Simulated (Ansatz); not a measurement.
`F[B@-]1(Cl)[NH2+][B@@-](F)(Cl)[NH2+]1`. Charge 0, multiplicity 1.

Z-matrix (Å, degrees):
```
B
N 1 1.593
Cl 1 1.820 2 112.2
N 1 1.593 2 91.9 3 115.0
F 1 1.359 2 111.3 3 -131.2
B 2 1.593 1 88.0 3 -116.2
H 2 1.015 1 113.6 3 128.8
H 2 1.012 1 115.4 3 1.1
H 4 1.012 1 115.4 2 -116.1
H 4 1.015 1 113.6 2 116.2
F 6 1.359 2 111.3 1 -112.6
Cl 6 1.820 2 112.2 1 116.2
```

Problem. What are the harmonic wavenumbers in cm⁻¹ at PBE0-D4/def2-TZVP (Ansatz, finite differences of forces, unscaled)? (Estimate.)

Solution. The calculation gave: 45, 158, 221, 233, 284, 332, 368, 390, 445, 475, 570, 701, 722, 755, 773, 816, 947, 948, 987, 1033, 1049, 1106, 1256, 1261, 1586, 1605, 3528, 3530, 3618, 3618.

Problem. Is this a minimum?

Solution. Yes, all 30 modes are real.

Problem. Give the ideal-gas thermochemistry at 298.15 K and 1 bar (rigid rotor, harmonic oscillator; point group C2v, symmetry number 2).

Solution. Zero-point energy 199.5 kJ/mol; H(298) − E = 223.6 kJ/mol; entropy 375.4 J/(mol·K), of which translation 172.4, rotation 118.5, vibration 84.5; G(298) − E = 111.7 kJ/mol. Modes under 100 cm⁻¹ are hindered rotations or soft bends, so the harmonic entropy is rough.

Problem. Rotational constants (cm⁻¹)?

Solution. 0.06993, 0.03259, 0.02552.
